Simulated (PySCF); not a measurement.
Isomers of C5H13B2N. Level of theory: PBE0-D3(BJ)/def2-SVP geometry optimisation, gas phase in PySCF 2.14.0. Energies are electronic, without zero-point or thermal terms, for one conformer each. No frequencies were run at this level. Point groups hold within 0.08 Å.

Problem. Order them by energy at this level, lowest first, and give relative energies in kcal/mol.
A. `[BH2:1][CH2:2][BH:3][N:4]1[CH2:5][CH2:6][CH2:7][CH2:8]1` with H–B1–C2–B3 -91° and 85°, B1–C2–B3–N4 88°, C2–B3–N4–C5 180°, B3–N4–C5–C6 -161°, N4–C5–C6–C7 -34°, C5–C6–C7–C8 39°, C6–C7–C8–N4 -30°
B. `[BH2:1][N:2]([BH:3][CH2:4][CH:5]=[CH2:6])[CH2:7][CH3:8]` with B1–N2–B3–C4 -3°, N2–B3–C4–C5 -87°, B3–C4–C5–C6 -93°, B1–N2–C7–C8 91°

Solution. A (0.0), B (0.4).

As drawn, the higher has a C=C bond outside aromatic rings, which the lower lacks. Neighbours under 2.5 kcal/mol apart (BCBN1CCCC1 and BN(BCC=C)CC) can change places with a better method, another conformer or zero-point energy.

| SMILES | E (Eh) | E rel (kcal/mol) | dipole (D) | point group | A, B, C (MHz) |
| --- | --- | --- | --- | --- | --- |
| BCBN1CCCC1 | -302.25312 | 0.0 | 2.76 | C1 | 4550, 1227, 1084 |
| BN(BCC=C)CC | -302.25243 | 0.4 | 1.11 | C1 | 3203, 1119, 977.1 |
